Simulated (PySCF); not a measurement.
Electronic structure of C³⁺ (carbon, charge +3) at the UHF level

Configuration: [He] 2s1, 2S determinant. Calculation: PySCF 2.14, in 6-31G*; no relativity, point nucleus.

| Item | Value |
| --- | --- |
| Total energy | -34.713915 hartree |
| One-electron energy | -40.0551 hartree |
| Hartree (Coulomb) energy | 9.2720 hartree |
| Exchange energy | -3.9308 hartree |
| Kinetic energy | 34.35276 hartree |
| ⟨S²⟩ | 0.7500 |
| ⟨L²⟩ | 0.000 |
| Sum of ⟨r⟩ | 1.840 bohr |
| Sum of ⟨r²⟩ | 2.167 bohr² |
| Density at the nucleus (Gaussians lack the cusp) | 118 bohr⁻³ |
| Spin density at the nucleus | 3.26 bohr⁻³ |
| Langevin diamagnetic susceptibility | -1.72 ×10⁻⁶ cm³/mol |
| Time after the integrals | 0.03 s of wall time on 1 thread of Neoverse-V1 (shared host) |

```tsv
shell	electrons	mean orbital energy (eV)	rms radius, mean of both spins (bohr)
1s α	1	-368.52	0.310
1s β	1	-366.63	0.310
2s α	1	-64.119	1.41
```
